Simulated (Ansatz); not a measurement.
C2H6BN can be A, `[BH3-]C#[N+]C`, or B, `[BH3-][N+]#CC`.

Isolated molecules relaxed with PBE0-D4/def2-TZVP in Ansatz; ΔE leaves out vibrations. CCSD(T)/CBS adds triple-zeta CCSD(T) − MP2 to the extrapolated MP2 energy (def2 sets, frozen cores). This one scheme is used for every species. Functionals use def2-TZVPP. B3LYP here is the variant with VWN-RPA as its local correlation; programs differ in this.

(1) Which isomer does CCSD(T)/CBS put lower? Give the gap. (Estimate.)

(2) Give E(B) − E(A) in kJ/mol with B3LYP, HF/def2-TZVPP, MP2/def2-TZVPP, ωB97M-V, BLYP-D4, CCSD/def2-TZVPP, LDA (SPW92). (Best estimate.)

(3) Does the order hold for the free energy at 298.15 K (harmonic terms from PBE0-D4)? (Estimate.)

Largest T1 diagnostic: 0.014.

Results:

(1) The calculation gave: B, by 42.2 kJ/mol.

(2) Computed: B3LYP -35.6, HF/def2-TZVPP -34.4, MP2/def2-TZVPP -50.7, ωB97M-V -33.8, BLYP-D4 -36.6, CCSD/def2-TZVPP -43.7, LDA (SPW92) -30.0. None reverses the order clearly.

(3) Ansatz gave: Yes: G(B) − G(A) = -41.0 kJ/mol. Modes under 60 cm⁻¹, often nearly free rotors, make the harmonic entropy too high.

Leaving LDA and LC-ωPBE aside and taking each functional with its dispersion term where it has one, the values, not all of them listed here, spread over 9.4 kJ/mol, from B2PLYP to HSE06-D4. LDA lies +3.0 kJ/mol from PBE without D4. In def2-TZVPP, CCSD(T) changes the Hartree–Fock value by −9.2 kJ/mol (the triples alone add +0.1 kJ/mol) and MP2 by −16.3 kJ/mol.
